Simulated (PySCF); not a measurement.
TeCl4, SMILES [Te](Cl)(Cl)(Cl)Cl.

Geometry: B3LYP-D3(BJ)/def2-SVP. The isomer is the one that the SMILES or the coordinates give; other isomers of the formula were not compared. The def2 effective core potentials stand for the cores of Te; spin–orbit coupling is left out.

These are PySCF with ωB97X/def2-TZVP values and carry that method's errors.

Gas-phase values at a fixed geometry.

### Question
Estimate the frontier levels, gap, dipole moment and polarisability. (An estimate is asked for; the answer gives what the named calculation found.)

### Answer

```json
{
 "highest_occupied_level": "-10.60 eV",
 "lowest_empty_level": "-1.94 eV",
 "orbital_gap": "8.67 eV",
 "dipole_moment": "0.98 D",
 "quadrupole, principal values (traceless, Buckingham form, about the centre of nuclear charge)": "-15.15, 7.02, 8.12 D·Å",
 "mean_static_polarisability": "95.1 bohr³ (14.09 Å³)",
 "polarisability_principal_values": "69.2, 88.2, 127.8 bohr³"
}
```
